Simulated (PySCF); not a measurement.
Species: C₅H₇NS.
SMILES: `N(C)c1cccs1`

Torsions of this conformer, `[CH3:1][NH:2][c:3]1[cH:4][cH:5][cH:6][s:7]1`: C1–N2–C3–C4 -9°.

The closed-shell ground state was solved at several levels (PySCF, density fitting, gas phase, non-relativistic). One conformer (not necessarily the lowest) at the PBE0-D3(BJ)/def2-SVP geometry, without solvent, vibrations or thermal averaging.

```
            level  basis functions  HOMO (eV)  LUMO (eV)  gap (eV)  dipole (D)
    PBE0/pcSseg-1              161      -5.50       0.16      5.66        1.93
wB97X-D/def2-SVPD              203      -7.30       1.70      9.00        1.81
```

(1) Estimate the row for B3LYP/pcSseg-2, a basis of 357 functions; the other rows only guide the guess.

(2) Over all these levels, which gives the widest orbital gap and which the narrowest?

(3) How far do the dipole and the HOMO energy spread over the levels?

Answers

(1) HOMO -5.32 eV, LUMO -0.20 eV, gap 5.12 eV, dipole 1.83 D.

(2) wB97X-D/def2-SVPD (range-separated hybrid) has the widest, 9.00 eV, and B3LYP/pcSseg-2 (global hybrid, 20 % exact exchange) the narrowest, 5.12 eV. Functional and basis both differ between the two, so the spread mixes both effects.

(3) The dipole runs from 1.81 to 1.93 D (mean 1.85 D) and the HOMO from -7.30 to -5.32 eV.
